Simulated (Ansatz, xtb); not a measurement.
**Ligand exchange: C2H5Br + NaI → C2H5I + NaBr**

Species: C2H5Br (bromoethane) `CCBr`, singlet; NaI (Sodium Iodide), singlet; C2H5I `CCI`, singlet; NaBr, singlet. The partners trade Br for I: C–Br and Na–I bonds give way to C–I and Na–Br.

Shapes, held fixed at every level: PBE0-D4/def2-TZVP. Programs: Ansatz 0.2.0, xtb 6.7.1. The zero-point and thermal change to 298 K, harmonic and unscaled (PBE0-D4/def2-TZVP), is -1.0 kJ/mol.

Problem. Estimate ΔH(298 K) of this reaction.

Solution. The highest level, CCSD(T)/def2-TZVPP, gives ΔH(298 K) = +0.7 kJ/mol; the levels span -0.3 to +10.8. That is about zero within the method's error. They disagree on the sign: 8 of 9 are positive. The column of differences is taken from that level and isn't an error. No measured value is set beside it here. For atoms past krypton def2 sets carry core potentials with scalar relativity. Relativity is left out for Br unless named. Correlated rows may include outer-core shells of Br, I, Na, which these sets cover unevenly. Times are processor times on shared x86 and Arm servers, and rough.

```tsv
level	kind	ΔH(298 K) (kJ/mol)	less CCSD(T)/def2-TZVPP	CPU time (sum over the molecules)
GFN2-xTB	semi-empirical	-0.3	-1.0	0.25 s
HF/def2-TZVPP	Hartree–Fock	+10.8	+10.1	–
SPW92/def2-TZVPP	LDA	+3.8	+3.1	7.2 s
r2SCAN-D4/def2-TZVPP	meta-GGA	+1.8	+1.1	26 s
B3LYP-D4/def2-TZVPP	global hybrid	+0.1	-0.6	20 s
PBE0-D4/def2-TZVPP	global hybrid	+3.8	+3.1	16 s
wB97M-V/def2-TZVPP	range-separated hybrid	+3.2	+2.5	61 s
wB97X-V/def2-TZVPP	range-separated hybrid	+3.6	+2.9	42 s
CCSD(T)/def2-TZVPP	coupled cluster or CI	+0.7	0.0	3.8 min
```
